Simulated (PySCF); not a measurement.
C3H9FSi, SMILES CC[Si@H](C)F.

Geometry: B3LYP-D3(BJ)/def2-SVP. The structure was generated by enumeration; whether it is a known compound was not checked. The values are those of a single conformer.

Calculation: PySCF with TDA-ωB97X/def2-SVPD.

Vertical excitations. Gas-phase values at a fixed geometry.

```
state  energy (eV)  λ (nm)      f                                                                main pairs
-----  -----------  ------  -----  ------------------------------------------------------------------------
S1            8.17     152  0.002                         HOMO→LUMO+1 47 %, HOMO→LUMO 36 %, HOMO→LUMO+4 7 %
S2            8.63     144  0.022                  HOMO−1→LUMO+1 56 %, HOMO−1→LUMO 14 %, HOMO−1→LUMO+4 12 %
S3            8.67     143  0.033                        HOMO→LUMO 41 %, HOMO→LUMO+1 25 %, HOMO→LUMO+2 17 %
S4            9.12     136  0.016                                        HOMO→LUMO+2 53 %, HOMO−1→LUMO 19 %
S5            9.33     133  0.109                  HOMO−1→LUMO 26 %, HOMO−1→LUMO+2 25 %, HOMO−1→LUMO+1 15 %
S6            9.52     130  0.074  HOMO−1→LUMO+2 43 %, HOMO−1→LUMO 18 %, HOMO−2→LUMO 7 %, HOMO−1→LUMO+5 7 %
S7            9.78     127  0.107                                        HOMO→LUMO+3 53 %, HOMO−2→LUMO 21 %
S8            9.86     126  0.017                                        HOMO−2→LUMO 44 %, HOMO→LUMO+3 23 %
S9           10.00     124  0.107                                                          HOMO→LUMO+4 72 %
S10          10.24     121  0.054                    HOMO→LUMO+5 30 %, HOMO−1→LUMO+3 24 %, HOMO→LUMO+7 15 %
T1            7.82     158      0                         HOMO→LUMO+1 49 %, HOMO→LUMO 29 %, HOMO→LUMO+4 9 %
T2            8.22     151      0                  HOMO−1→LUMO+1 52 %, HOMO−1→LUMO+4 16 %, HOMO−1→LUMO 14 %
T3            8.45     147      0                        HOMO→LUMO 39 %, HOMO→LUMO+2 27 %, HOMO→LUMO+1 17 %
T4            8.79     141      0      HOMO→LUMO+2 39 %, HOMO−1→LUMO 17 %, HOMO−1→LUMO+1 9 %, HOMO→LUMO 6 %
```
Triplets are in the Tamm–Dancoff approximation.
